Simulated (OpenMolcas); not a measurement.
**A ladder of methods for C2F4O (trifluoroacetyl fluoride)**

C2F4O has 7 atoms, charge 0, and is taken as a singlet. SMILES: `O=C(F)C(F)(F)F`. The coordinates come from a PBE0-D4/def2-TZVP relaxation.

Quantity: the HOMO–LUMO gap, in eV. The values are calculated.

```json
{"level": "HF/cc-pVDZ", "kind": "Hartree–Fock", "program": "OpenMolcas", "value (eV)": "17.49", "CPU time": "13 s"}
{"level": "SVWN5/cc-pVDZ", "kind": "LDA", "program": "OpenMolcas", "value (eV)": "5.25", "CPU time": "24 s"}
{"level": "PBE/cc-pVDZ", "kind": "GGA", "program": "OpenMolcas", "value (eV)": "5.34", "CPU time": "34 s"}
{"level": "r2SCAN/cc-pVDZ", "kind": "meta-GGA", "program": "OpenMolcas", "value (eV)": "5.95", "CPU time": "41 s"}
{"level": "PBE0/cc-pVDZ", "kind": "global hybrid", "program": "OpenMolcas", "value (eV)": "8.30", "CPU time": "29 s"}
{"level": "B2PLYP/cc-pVDZ", "kind": "double hybrid", "program": "OpenMolcas", "value (eV)": "11.72", "CPU time": "26 s"}
```

The values span 5.25 to 17.49 eV. Orbital gaps aren't excitation energies, and those of double hybrids come from the SCF part alone; they tend to grow with the share of exact exchange. CPU times are rough (shared hosts, several kinds of processor): they show what a rung costs within a factor of a few.
